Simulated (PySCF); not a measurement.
Compound: (OH)3Zr-NH-SiH3 (singlet state).
Bonds: Zr1–O2, Zr1–O3, Zr1–O4, Zr1–N5, N5–Si6. Hydrogens: H7 on O2; H8 on O3; H9 on O4; H10 on N5; H11, H12, H13 on Si6.

Method: PBE0-D3(BJ)/def2-SVP geometry optimisation, gas phase, def2 core potentials past Kr in PySCF 2.14.0; density fitting, grid level 1; the optimiser is geomeTRIC in internal coordinates, started from a GFN2-xTB structure with every atom displaced at random (about 0.03 Å).

Step 0: E = -16888.6557 eV
```
atom  x, y, z in Å  |  force x, y, z in eV/Å
Zr1     0.5237   -1.0113   -0.4729   -1.240   2.768  -1.465
O2     -0.2586   -2.0894    0.8424   -0.625  -1.243   1.722
O3     -0.9769   -0.5862   -1.7581    7.399  -0.790  -1.632
O4      2.2064   -1.4638   -1.2594    0.339   1.499  -0.169
N5      0.8135    0.7811    0.5164   -0.410  -0.278  -0.631
Si6    -0.6461    1.7087    0.6783   -0.788   0.120   0.177
H7     -0.4374   -1.7044    1.7106   -0.151  -0.329   0.055
H8     -1.7895   -0.5291   -1.4540   -6.663   0.466   2.190
H9      2.3508   -2.3627   -1.4004    1.080  -2.561  -0.605
H10     1.6266    1.3272    0.2535    0.349   0.161   0.071
H11    -1.6429    0.7302    1.3370    0.335   0.460  -0.403
H12    -0.4221    2.8455    1.6147   -0.064   0.125   0.096
H13    -1.3168    2.3020   -0.5860    0.439  -0.398   0.594
```

Step 1: E = -16889.3483 eV
```
atom  x, y, z in Å  |  force x, y, z in eV/Å
Zr1     0.5085   -0.9797   -0.4848    0.343  -0.221   0.777
O2     -0.2774   -2.1828    0.8953    0.469   0.630  -0.540
O3     -0.9309   -0.6295   -1.7550    0.201  -0.092   0.077
O4      2.2518   -1.4803   -1.3111   -1.008   0.001   0.313
N5      0.7816    0.8225    0.4873   -0.175  -0.055  -0.663
Si6    -0.6569    1.7842    0.6975    0.032   0.122   0.461
H7     -0.4898   -1.8923    1.7911   -0.014  -0.190  -0.086
H8     -1.8501   -0.5799   -1.4854   -0.289   0.024  -0.162
H9      2.4456   -2.4071   -1.4648    0.423  -0.181  -0.153
H10     1.6103    1.3658    0.2369    0.083  -0.042   0.158
H11    -1.6556    0.8492    1.3076   -0.092   0.003  -0.038
H12    -0.4287    2.9247    1.6419   -0.009  -0.028   0.004
H13    -1.2777    2.3531   -0.5342    0.035   0.027  -0.146
```

Step 2: E = -16889.4518 eV
```
atom  x, y, z in Å  |  force x, y, z in eV/Å
Zr1     0.5038   -0.9747   -0.4688    0.158  -0.041   0.204
O2     -0.2414   -2.1905    0.8773    0.221   0.264  -0.115
O3     -0.9297   -0.6738   -1.7605   -0.411  -0.027   0.223
O4      2.2192   -1.4900   -1.2949   -0.493  -0.458   0.104
N5      0.7629    0.8325    0.4732   -0.139   0.250  -0.395
Si6    -0.6565    1.8199    0.7204    0.094   0.027   0.218
H7     -0.4650   -1.9549    1.7835   -0.050  -0.184   0.015
H8     -1.8759   -0.6319   -1.5511    0.354  -0.018  -0.272
H9      2.4579   -2.4120   -1.4577    0.275   0.239  -0.072
H10     1.6023    1.3666    0.2360    0.032  -0.048   0.159
H11    -1.6771    0.9028    1.3185   -0.076  -0.007  -0.005
H12    -0.4099    2.9555    1.6651    0.014  -0.042   0.018
H13    -1.2599    2.3983   -0.5189    0.021   0.044  -0.080
```

Q: Estimate the geometry and energy of step 3. (The exact step hangs on the optimiser's Hessian estimate; all steps are aligned on step 2, rigid shifts and turns removed.)

A: E = -16889.5731 eV, largest force 0.842 eV/Å
```
atom  x, y, z in Å  |  force x, y, z in eV/Å
Zr1     0.4870   -0.9668   -0.4411   -0.147   0.254  -0.457
O2     -0.1709   -2.2287    0.8636   -0.020  -0.038   0.335
O3     -0.9339   -0.7812   -1.7752   -0.710   0.026   0.314
O4      2.1538   -1.5367   -1.2748    0.093  -0.668  -0.049
N5      0.7169    0.8834    0.4447   -0.099   0.185  -0.162
Si6    -0.6571    1.9158    0.7649    0.076  -0.098  -0.174
H7     -0.4161   -2.1502    1.7882   -0.064  -0.176   0.062
H8     -1.9084   -0.7684   -1.7193    0.826  -0.030  -0.159
H9      2.4944   -2.4268   -1.4620   -0.004   0.563   0.034
H10     1.5778    1.3992    0.2491    0.005  -0.035   0.122
H11    -1.7265    1.0410    1.3475    0.003   0.014   0.007
H12    -0.3562    3.0313    1.7138    0.044  -0.038   0.071
H13    -1.2302    2.5359   -0.4772   -0.002   0.041   0.056
```

The energy changes by -0.1213 eV. The first-order estimate −F·Δx gives -0.1908 eV and the mean of the old and new forces, exact on a quadratic surface, -0.1196 eV. The step makes an angle of 70° with the force vector and moves no atom by more than 0.219 Å.

What follows is the cost of the whole optimisation. Hardware: Intel Xeon Platinum 8488C, one thread, shared host. Cost: 5.7 min wall, 0.54 GiB resident at most.
